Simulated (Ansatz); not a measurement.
Consider the redistribution: `[CH3][Al]([SiH3])[SH]` + `CS[SiH](N)O` → `[CH3][Al]([OH])[SH]` + `CS[SiH](N)[SiH3]`.

Computed with Ansatz on PBE0-D4/def2-TZVP structures; ΔE is electronic, products minus reactants. CBS: MP2 limit from def2 TZ/QZ plus the TZ coupled-cluster correction, frozen cores. Functionals use def2-TZVPP. B3LYP here is the variant with VWN-RPA as its local correlation; programs differ in this. Each species was taken in one conformer, which may not be the lowest.

| level | ΔE (kcal/mol) | difference from CCSD(T)/CBS |
| --- | --- | --- |
| PBE-D4 | -5.9 | -0.4 |
| PBE0-D4 | -5.3 | 0.2 |
| B3LYP-D4 | -6.3 | -0.8 |
| ωB97X-V | -5.5 | 0.0 |
| ωB97M-V | -5.5 | 0.0 |
| B2PLYP | -5.5 | 0.0 |
| PBE0 | -4.6 | 0.9 |
| B3LYP | -5.1 | 0.4 |
| MP2/def2-TZVPP | -6.2 | -0.7 |
| SCS-MP2/def2-TZVPP | -5.8 | -0.3 |
| CCSD/def2-TZVPP | -5.0 | 0.5 |
| CCSD(T)/def2-TZVPP | -5.2 | 0.3 |
| MP2/def2-QZVPP | -6.4 | -0.9 |
| SCS-MP2/def2-QZVPP | -5.9 | -0.4 |
| HF/CBS(def2) | -3.2 | 2.3 |
| CCSD/CBS(def2) | -5.3 | 0.2 |
| CCSD(T)/CBS | -5.5 | 0 |

Largest T1 diagnostic among the species: 0.012.

The D4 term adds −1.1 kcal/mol with B3LYP and −0.7 kcal/mol with PBE0; it sums over pairs of atoms, weighted by their polarisabilities, and B3LYP, whose exchange is more repulsive, gets the larger term. In def2-TZVPP, CCSD(T) changes the Hartree–Fock value by −2.1 kcal/mol (the triples alone add −0.3 kcal/mol) and MP2 by −3.1 kcal/mol.

CCSD(T)/CBS has its own doubt, a few kJ/mol and more with outer-core shells, so smaller differences from it don't rank the levels.
